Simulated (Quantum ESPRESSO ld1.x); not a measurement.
Task: The mean radii <r> (bohr) of the occupied orbitals of an atom or ion are listed with their occupations. All-electron calculation, scalar-relativistic Kohn-Sham, LDA (Slater exchange, Perdew-Zunger correlation), spin-polarised, spherical densities, point nucleus. Program: ld1.x of Quantum ESPRESSO 7.5.

| orbital | occ. | <r> |
|---|---|---|
| 1s up | 1 | 0.02233 |
| 1s down | 1 | 0.02233 |
| 2s up | 1 | 0.09518 |
| 2s down | 1 | 0.09517 |
| 2p up | 3 | 0.08392 |
| 2p down | 3 | 0.08392 |
| 3s up | 1 | 0.2499 |
| 3s down | 1 | 0.2497 |
| 3p up | 3 | 0.2483 |
| 3p down | 3 | 0.2481 |
| 3d up | 5 | 0.2262 |
| 3d down | 5 | 0.2259 |
| 4s up | 1 | 0.5665 |
| 4s down | 1 | 0.5665 |
| 4p up | 3 | 0.6000 |
| 4p down | 3 | 0.6001 |
| 4d up | 5 | 0.6547 |
| 4d down | 5 | 0.6557 |
| 5s up | 1 | 1.373 |
| 5s down | 1 | 1.394 |
| 5p up | 3 | 1.618 |
| 5p down | 3 | 1.650 |
| 4f up | 7 | 0.9481 |
| 6s up | 1 | 3.766 |

Name the element and its charge. Open shells, if any, are filled with parallel spins first.

Result: Z = 63, europium, charge +1: Eu+ in [Xe] 4f7 6s1. The 1s radius gives Z: for a bare nucleus <r> = (2 gamma + 1)/(2Z) with gamma = sqrt(1 - (Z/c)^2), 0.02203 bohr for Z = 63, and screening makes it slightly larger (0.02233 here). The occupations add up to 62, and the charge is Z minus that.
